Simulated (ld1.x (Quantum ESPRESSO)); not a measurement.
# cadmium (Cd): one change to a TM potential, before and after

ld1.x (Quantum ESPRESSO) 7.5 input, shortened:

```
&input
   title='Cd', zed=48., rel=1, dft='PBE', iswitch=3,
   config='[Kr] 4d9 4f-2 5s0 5p0'
 /
 &inputp
   pseudotype=2, tm=.true., lloc=2,
   nlcc=.false.
 /
4
4S  1  0   2.00   0.00  1.55  1.55  0.0
4P  2  1   6.00   0.00  1.40  1.40  0.0
4F  4  3  -2.00   0.25  1.20  1.20  0.0
4D  3  2   9.00   0.00  1.00  1.00  0.0
 &test
   configts(1)='4s2 4p6 4d9 5s0 5p0'
 /
```

Change: all radii scaled by about 1.20 (s 1.86, p 1.68, d 1.20, f 1.44 bohr).

Cutoffs: the cutoffs (Ry, on a coarse ladder) from which the occupation-weighted sum of valence levels, in a spherical-Bessel basis at the reference potential, stays within 10 and 1 mRy of its value at 400 Ry; they do not see the model core or the augmentation charge, which bear on the density cutoff. Errors are all-electron minus pseudo energies relative to the spin-unpolarised reference configuration.

Problem. How do hardness, ghosts and transferability respond?

Solution. The potential gets softer (110 Ry and 160 Ry → 90 Ry and 110 Ry); of the 7 tests that both files solve, the error grows in 7 and shrinks in 0 by more than 15 % and 0.3 meV (median size 1776.6 → 3529.3 meV); neither file shows a bound ghost at the reference potential, the only one tested. A larger radius leaves more room for a smooth pseudo-wave, so fewer plane waves are needed. More of the atom is replaced by a form fitted at one configuration, so other configurations suffer.

```csv
quantity,base,changed
"cutoff, loose",110 Ry,90 Ry
"cutoff, tight",160 Ry,110 Ry
loose cutoff by channel (10 mRy a level),"s 40 Ry, p 35 Ry, d 70 Ry","s 18 Ry, p 35 Ry, d 70 Ry"
bound ghosts,none,none
"error for 4s2 4p6 4d10 5s2 5p0, meV [ΔE -64.41 eV]",+2771,+5507
"error for 4s2 4p6 4d10 5s1 5p0, meV [ΔE -55.14 eV]",+1777,+3529
"error for 4s2 4p6 4d10 5s0 5p0, meV [ΔE -38.01 eV]",+8.3,+9.9
"error for 4s2 4p6 4d10 5s0 5p2, meV [ΔE -54.74 eV]",+103,+158
"error for 4s2 4p6 4d10 5s1.5 5p0, meV [ΔE -60.70 eV]",+2360,+4685
"error for 4s2 4p6 4d8 5s0 5p0, meV [ΔE 54.06 eV]",+1.5,+2.4
"error for 4s2 4p6 4d9 5s2 5p1, meV [ΔE -51.76 eV]",+3915,+7550
```

Base: These tests converged, but a pseudo level misses the all-electron one widely, so the file describes the atom poorly there or has found another state: 4s2 4p6 4d10 5s0 5p0: empty 5s by 2.2 eV; 4s2 4p6 4d8 5s0 5p0: empty 5s by 4.7 eV. Changed file: These tests converged, but a pseudo level misses the all-electron one widely, so the file describes the atom poorly there or has found another state: 4s2 4p6 4d10 5s2 5p0: 4d by 2.5 eV (a node warning on the way); 4s2 4p6 4d10 5s1 5p0: 5s by 2.7 eV; 4s2 4p6 4d10 5s0 5p0: empty 5s by 4.4 eV; 4s2 4p6 4d10 5s0 5p2: empty 5s by 2.4 eV; 4s2 4p6 4d10 5s1.5 5p0: 5s by 2.0 eV; 4s2 4p6 4d8 5s0 5p0: empty 5s by 8.7 eV; 4s2 4p6 4d9 5s2 5p1: 4d by 2.7 eV (a node warning on the way).
